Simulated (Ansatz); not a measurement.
Isolated molecules relaxed with PBE0-D4/def2-TZVP in Ansatz; ΔE leaves out vibrations. CCSD(T)/CBS is the MP2 limit (def2-TZVPP, def2-QZVPP) plus CCSD(T) − MP2 in def2-TZVPP, frozen cores. DFT in def2-TZVPP. For As outer-core shells are correlated without core-valence functions, which leaves a few kJ/mol of doubt a bond. Scalar relativity is left out up to krypton. One conformer a species, not always the lowest.

Reaction (redistribution): `CN[SiH2][AsH2]` + `OC[SiH2]O` → `OC[SiH2][AsH2]` + `CN[SiH2]O`

```tsv
species	r2SCAN-D4 energy (Eh)
`CN[SiH2][AsH2]`	-2623.01360
`OC[SiH2]O`	-481.65619
`OC[SiH2][AsH2]`	-2642.86080
`CN[SiH2]O`	-461.81619
```

Problem. Work out ΔE.

Solution. ΔE = (-2642.86080) + (-461.81619) − (-2623.01360) − (-481.65619) = -0.00720 Eh = -18.9 kJ/mol. CCSD(T)/CBS gives -21.0 kJ/mol.

Largest T1 diagnostic among the species: 0.011.

Leaving LDA and LC-ωPBE aside and taking each functional with its dispersion term where it has one, the values, not all of them listed here, spread over 3.2 kJ/mol, from PBE-QIDH to revPBE-D4.
